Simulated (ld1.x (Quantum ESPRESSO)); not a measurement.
## What one change does to a pseudopotential (carbon (C), RRKJ)

* Element: C (Z = 6)
* Generator: ld1.x (Quantum ESPRESSO) 7.5
* Type: norm-conserving RRKJ (Kleinman–Bylander form)
* Functional: PBE
* Relativity: non-relativistic
* Frozen core: [He]
* Valence charge: 4
* Reference configuration: 2s2 2p0 (charge +2)
* Partial waves: 2s (bound): rc 0.85 bohr; 2p (bound, empty): rc 2.40 bohr
* Local potential: all-electron potential smoothed inside 0.65 bohr (lloc = -2)
* Core correction: none
* rho0: 0.001

All-electron outer shells of the reference configuration (PBE, non-relativistic, ld1.x):

```
shell  level (eV)  outermost node (bohr)  outermost maximum (bohr)
   2s      -40.36                   0.37                      1.13
   2p      -31.77                      –                      1.02
```

Change: wave 2s (bound): rc 0.85 bohr becomes 2s (bound): rc 1.16 bohr.

Cutoffs: the cutoffs (Ry, on a coarse ladder) from which the occupation-weighted sum of valence levels, in a spherical-Bessel basis at the reference potential, stays within 10 and 1 mRy of its value at 400 Ry; they do not see the model core or the augmentation charge, which bear on the density cutoff. Errors are all-electron minus pseudo energies relative to the spin-unpolarised reference configuration.

Q: How do hardness, ghosts and transferability respond?

A: The potential gets softer (180 Ry and 230 Ry → 70 Ry and 90 Ry); the number of tests that count goes from 6 to 7; of the 6 tests that both files solve, the error grows in 1 and shrinks in 0 by more than 15 % and 0.3 meV (median size 645.6 → 628.3 meV); the range in which the s phases agree widens (upper end -0.1 → at the end of the scan); neither file shows a bound ghost at the reference potential, the only one tested. A larger radius leaves more room for a smooth pseudo-wave, so fewer plane waves are needed.

```tsv
quantity	base	changed
cutoff, loose	180 Ry	70 Ry
cutoff, tight	230 Ry	90 Ry
bound ghosts	none	none
tests counted (converged, no solver errors)	6 of 7	7 of 7
error for 2s2 2p2, meV [ΔE -35.02 eV]	+810	+792
error for 2s2 2p1, meV [ΔE -24.16 eV]	+350	+343
error for 2s1 2p0, meV [ΔE 48.17 eV]	+53	+61
error for 2s1 2p3, meV [ΔE -26.56 eV]	+1183	+1147
error for 2s2 2p1.5, meV [ΔE -31.06 eV]	+610	+597
error for 2s1 2p2, meV [ΔE -15.42 eV]	+681	+659
s: phases at 2.59 bohr within 0.05 rad from the reference energy up to (Ry; the scan ends near 5)	-0.1	to the end of the scan
p: phases at 2.59 bohr within 0.05 rad from the reference energy up to (Ry; the scan ends near 5)	-0.7	-0.7
```

Base: Tests not counted: 2s2 2p2.3 (pseudo-atom not self-consistent, printed error +882 meV). ld1.x printed “convergence not achieved” for 4 of the counted tests; their residual had stalled under 1e-8, short of the target of 1e-14. Changed file: ld1.x printed “convergence not achieved” for 5 of the counted tests; their residual had stalled under 1e-8, short of the target of 1e-14.
